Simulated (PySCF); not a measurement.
## s to d promotion along the 4d series

All values are computed (PySCF 2.14, energy differences of UHF-based or UKS calculations, no spin-orbit coupling). Basis: aug-cc-pwCVDZ-PP with ECP28MDF, ECP. Energy of d^(n+1) s¹ above d^n s² in eV (negative where d^(n+1) s¹ lies lower), between high-spin terms; measured values are centres of gravity of the terms (NIST).

```csv
element,terms,UHF,LDA,PBE,r2SCAN,PBE0,MP2 (valence and next inner shell),CCSD(T) (valence),CCSD(T) (valence and next inner shell),measured
Zr,4d2 5s2 (3F) → 4d3 5s1 (5F),0.001,0.119,-0.045,-0.351,-0.017,0.481,0.645,0.680,0.588
Nb,4d3 5s2 (4F) → 4d4 5s1 (6D),-0.722,-0.696,-0.798,-0.938,-0.777,-0.410,-0.167,-0.133,-0.184
Tc,4d5 5s2 (6S) → 4d6 5s1 (6D),0.784,0.131,-0.104,0.121,0.019,0.743,0.692,0.814,0.406
Ru,4d6 5s2 (5D) → 4d7 5s1 (5F),-0.660,-0.984,-1.185,-1.067,-1.144,-0.575,-0.707,-0.507,-0.867
Rh,4d7 5s2 (4F) → 4d8 5s1 (4F),-1.268,-1.753,-1.829,-1.767,-1.796,-1.457,-1.451,-1.257,n/a
Ag,4d9 5s2 (2D) → 4d10 5s1 (2S),-3.688,-3.870,-3.848,-3.848,-3.919,-4.005,-3.961,-3.680,-3.971
```

Question: Which way does each method err?

Answer: Mean (and mean absolute) errors over the 5 elements with all values: UHF -0.05 (0.40) eV; LDA -0.25 (0.29) eV; PBE -0.39 (0.44) eV; r2SCAN -0.41 (0.46) eV; PBE0 -0.36 (0.38) eV; MP2 (valence and next inner shell) 0.05 (0.20) eV; CCSD(T) (valence) 0.11 (0.11) eV; CCSD(T) (valence and next inner shell) 0.24 (0.24) eV. A negative mean favours the extra d electron, a positive one the s² configuration.

Double-zeta sets are small for these d-shell correlation effects.
